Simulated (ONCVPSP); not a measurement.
**Reading a pseudo-wave (Ta)**

Columns: radius, all-electron u(r) and pseudo u(r) of the 5p shell (level -40.95 eV) of tantalum in the configuration [Kr] 4d10 4f14 5s2 5p6 5d3 6s1 6p1; PBEsol, scalar-relativistic, ONCV scheme, ONCVPSP 4.0.1.

| r (bohr) | all-electron | pseudo |
| --- | --- | --- |
| 0.143 | 0.3492 | 0.0376 |
| 0.285 | -0.2868 | 0.1429 |
| 0.428 | -0.4878 | 0.2994 |
| 0.570 | -0.0524 | 0.4799 |
| 0.713 | 0.4566 | 0.6590 |
| 0.855 | 0.8059 | 0.8093 |
| 0.998 | 0.9801 | 0.9141 |
| 1.140 | 1.0200 | 0.9621 |
| 1.283 | 0.9756 | 0.9534 |
| 1.425 | 0.8863 | 0.8960 |
| 1.568 | 0.7772 | 0.8029 |
| 1.710 | 0.6659 | 0.6923 |
| 1.853 | 0.5601 | 0.5786 |
| 1.995 | 0.4656 | 0.4749 |
| 2.138 | 0.3828 | 0.3858 |
| 2.280 | 0.3128 | 0.3133 |
| 2.423 | 0.2537 | 0.2537 |
| 2.565 | 0.2052 | 0.2052 |
| 2.708 | 0.1651 | 0.1650 |
| 2.850 | 0.1325 | 0.1325 |
| 2.992 | 0.1062 | 0.1061 |
| 3.135 | 0.0847 | 0.0847 |
| 3.278 | 0.0675 | 0.0674 |
| 3.420 | 0.0537 | 0.0537 |
| 3.563 | 0.0426 | 0.0426 |
| 3.705 | 0.0339 | 0.0338 |

Task: How many radial nodes do the two functions have?

Result: The all-electron 5p function has n − l − 1 = 3 (the table is too coarse to show those close to the nucleus); the pseudo-wave has 0, since the states of the same l below it are removed with the core.

Task: At about which radius was the pseudo-wave matched?

Result: 2.50 bohr, where the columns begin to agree (steps of 0.14 bohr).

Task: Is the pseudo-wave norm-conserving?

Result: Yes: the ONCV scheme keeps the norm inside the radius equal to the all-electron one, which fixes the energy derivative of the logarithmic derivative at the level.
